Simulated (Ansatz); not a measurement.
A CCSD(T) single point on `[OH][SbH][Al]([OH])[PH2]`.

```yaml
crystal:
  periodic: [false, false, false]
  atoms:
    - {symbol: O, position_ang: [-2.212373, 0.998510, 1.130695]}
    - {symbol: Sb, position_ang: [-1.807459, -0.940627, 1.022308]}
    - {symbol: Al, position_ang: [0.298577, -0.651013, -0.615732]}
    - {symbol: O, position_ang: [1.257830, -1.951343, -1.134235]}
    - {symbol: P, position_ang: [0.857853, 1.413718, -1.536955]}
    - {symbol: H, position_ang: [-1.417984, 1.537138, 1.166824]}
    - {symbol: H, position_ang: [-0.671278, -1.001493, 2.320778]}
    - {symbol: H, position_ang: [1.136047, -2.864826, -0.883062]}
    - {symbol: H, position_ang: [0.440737, 2.128734, -0.379971]}
    - {symbol: H, position_ang: [2.201151, 1.280102, -1.087552]}
basis:
  gaussian: {orbitals: def2-TZVPP}
correlation: {method: ccsd_t}
output: {orbitals: {seedname: orbitals}}
```

```sh
$ ansatz run in.yaml --threads 4 --pin off --events-out ev --progress --plain --max-ram 10444MiB
```

The program prints (abridged):

```
Functional definition: HF
1752 factors; integrals over basis functions are off by at most 7.9e-4 eV
mean field evaluation 1: about -26517.1422 eV, gradient 5.5e1 eV
mean field evaluation 2: about -26517.4458 eV, gradient 5.5e1 eV
mean field evaluation 4: about -26523.5203 eV, gradient 3.9e0 eV
mean field evaluation 8: about -26523.6366 eV, gradient 5.6e-1 eV
mean field evaluation 16: about -26523.6385 eV, gradient 2.0e-6 eV
mean field -26523.63847807 eV, -974.7257357011 hartree, gradient 2.0e-6 eV, S^2 0.000000; 0 other end points of the search recorded, 0 dependent functions left out
16 core orbitals not correlated: weight in the atoms' cores, before any rotation towards them, 1.000 or more for the frozen orbitals, at most 0.000 for the correlated occupied ones
reference -26523.63847807 eV, -974.7257357011 hartree; 20, 20 occupied and 230, 230 virtual orbitals, 1752 factors
second order -29.05283727 eV of doubles, -0.00000000 eV of singles
cycle   1  -28.84558920 eV  change    2.1e-1 eV  update   1.4e-1
cycle   2  -29.57974769 eV  change   -7.3e-1 eV  update   4.3e-2
cycle   3  -29.75988409 eV  change   -1.8e-1 eV  update   2.5e-2
cycle   4  -29.74138024 eV  change    1.9e-2 eV  update   6.9e-3
cycle   5  -29.73521456 eV  change    6.2e-3 eV  update   3.2e-3
cycle   6  -29.73670720 eV  change   -1.5e-3 eV  update   1.2e-3
cycle   7  -29.73624347 eV  change    4.6e-4 eV  update   5.2e-4
cycle   8  -29.73594226 eV  change    3.0e-4 eV  update   2.1e-4
cycle   9  -29.73608587 eV  change   -1.4e-4 eV  update   1.0e-4
cycle  10  -29.73615874 eV  change   -7.3e-5 eV  update   4.3e-5
cycle  11  -29.73610757 eV  change    5.1e-5 eV  update   1.9e-5
cycle  12  -29.73612897 eV  change   -2.1e-5 eV  update   9.2e-6
perturbative correction -1.10726054 eV, -0.0406910742 hartree
Total energy: -26554.48186758 eV, -975.8592093591 hartree
```

It took 6.4 min on 4 threads of an Arm Neoverse V1 on a shared host, with 6.9 GiB of host memory at the peak.

Correlation energy per correlated electron: -0.771 eV. T1 diagnostic: 0.0151.
